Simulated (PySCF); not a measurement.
BrCs, charge -1, doublet, at the geometry of the source list (a state made from the parent by changing its charge; the spin is typed, not shown lowest) (core potentials on Cs) (in this run its highest filled SCF level lies above zero, so its values depend strongly on the basis, on diffuse functions most of all). Base run: PBE/def2-SVP run with PySCF.

Input for PySCF:
```python
from pyscf import gto, scf, dft

mol = gto.Mole()
mol.atom = '''
    Cs   -1.025200   -0.718300   -0.872300
    Br    1.025200    0.718300    0.872300
'''
mol.basis = 'def2-svp'
mol.ecp = {'Cs': 'def2-svp'}
mol.charge = -1
mol.spin = 1
mol.verbose = 4
mol.build()

mf = dft.UKS(mol)
mf.xc = 'pbe'
mf.kernel()
mo_i, mo_e, stable_i, stable_e = mf.stability(internal=True, external=False, return_status=True, nroots=6, tol=1e-6)
print('internally stable:', stable_i, ' externally stable:', stable_e)
if not stable_i:
    umf = mf.copy()
    umf.scf_summary = {}
    umf.kernel(umf.make_rdm1(mo_i, mf.mo_occ))
mf.analyze()
```

The bond that is stretched is that between atoms 2 and 1. A test that says stable can miss a lower solution.

Each row names what was changed in the base input (with any setting that the change needs).

```csv
change,ΔE vs base (eV),<S^2>,stability test says,outcome
base,0.00,0.750,internally stable (external not tested),converged
bond × 1.25,0.16,0.750,internally stable (external not tested),converged
bond × 1.5,0.62,0.750,internally stable (external not tested),converged
bond × 1.8,1.01,0.751,internally stable (external not tested),converged
bond × 2.2,1.29,0.752,internally stable (external not tested),converged
bond × 3.0,-,-,-,not converged
```

On stretching, the SCF can end on different states; <S^2> shows the spin contamination of each.
